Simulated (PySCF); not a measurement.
C5H13BP2.
Numbering: `[BH3-:1][P@+:2]1([PH2:3])[CH2:4][CH:5]=[C:6]([CH3:7])[CH2:8]1` (hydrogens: H9, H10, H11 on B1; H12, H13 on P3; H14, H15 on C4; H16 on C5; H17, H18, H19 on C7; H20, H21 on C8)

Level of theory: PBE0-D3(BJ)/def2-SVP geometry optimisation, gas phase (PySCF).

(1) List the bond lengths, angles and torsions at this level.

Results:

(1) 
```
                  bond  length (bohr)   order
                 B1–P2          3.609  single
                 P2–P3          4.181  single
                 P2–C4          3.492  single
                 C4–C5          2.835  single
                 C5=C6          2.536  double
                 C6–C7          2.819  single
                 C6–C8          2.852  single
                 P2–C8          3.487  single
 B1–H9, B1–H10, B1–H11          2.314  single
        P3–H12, P3–H13          2.701  single
                C4–H14          2.088  single
                C4–H15          2.083  single
                C5–H16          2.068  single
C7–H17, C7–H18, C7–H19          2.082  single
                C8–H20          2.083  single
                C8–H21          2.088  single
```

Bonds in one row agree within 0.02 bohr and their mean is given. Orders are formal, as drawn. A selection of angles:
```
     angle  degrees
  P2–B1–H9    105.1
 P2–B1–H11    102.2
 H9–B1–H10    113.9
  B1–P2–P3    119.2
  B1–P2–C4    118.6
  B1–P2–C8    118.0
  P3–P2–C4    101.7
  P3–P2–C8    101.3
  C4–P2–C8     93.8
 P2–P3–H12     92.5
 P2–P3–H13     92.3
H12–P3–H13     92.8
  P2–C4–C5    104.3
 P2–C4–H14    108.1
 P2–C4–H15    111.6
 C5–C4–H14    112.5
 C5–C4–H15    113.7
H14–C4–H15    106.7
  C4–C5–C6    117.9
 C4–C5–H16    120.2
 C6–C5–H16    121.9
  C5–C6–C7    125.5
  C5–C6–C8    115.6
  C7–C6–C8    118.9
 C6–C7–H17    110.9
H17–C7–H18    108.3
 C6–C8–H20    113.0
 C6–C8–H21    111.7
  P2–C8–C6    105.2
 P2–C8–H20    111.8
 P2–C8–H21    108.5
H20–C8–H21    106.7
```

Dihedral angles: B1–P2–C4–C5 -141° (anticlinal); P2–C4–C5–C6 12° (synperiplanar); C4–C5–C6–C7 179° (antiperiplanar); C5–C6–C8–P2 -12° (synperiplanar); B1–P2–C8–C6 141° (anticlinal).

The 5-membered ring P2–C4–C5–C6–C8 has internal angles of 93.8° to 117.9° (sum 537°, against 540° for a flat polygon); it is puckered, 0.09 Å rms from its mean plane, widest ring torsion 16°. B1 (four-coordinate boron) is distorted tetrahedral (angles from 102.2° to 114.2°). Of the pairs four or more bonds apart, H16···H18 is among the closest relative to their van der Waals radii: 2.50 Å, 104 % of the sum of Bondi's values. P3 (three-coordinate phosphorus) is pyramidal (angles 92.8°, 92.5° and 92.3°, sum 277.7°, 0.88 Å off the plane of its three neighbours). P2 (phosphorus bonded to B, 2 C and P) has angles from 93.8° to 119.2°. The C–C distances run from 1.342 Å (C5=C6, drawn double) to 1.509 Å (C6–C8, drawn single), a spread of 0.167 Å.

Point group: C1 (no symmetry element, even within 0.4 Å). Not checked by PBE0-D3(BJ)/def2-SVP frequencies. One conformer, not necessarily the lowest (B1–P2–P3–H -47° and 45°, B1–P2–C4–C5 -141°, P2–C4–C5–C6 12°, C5–C6–C8–P2 -12°, B1–P2–C8–C6 141°).
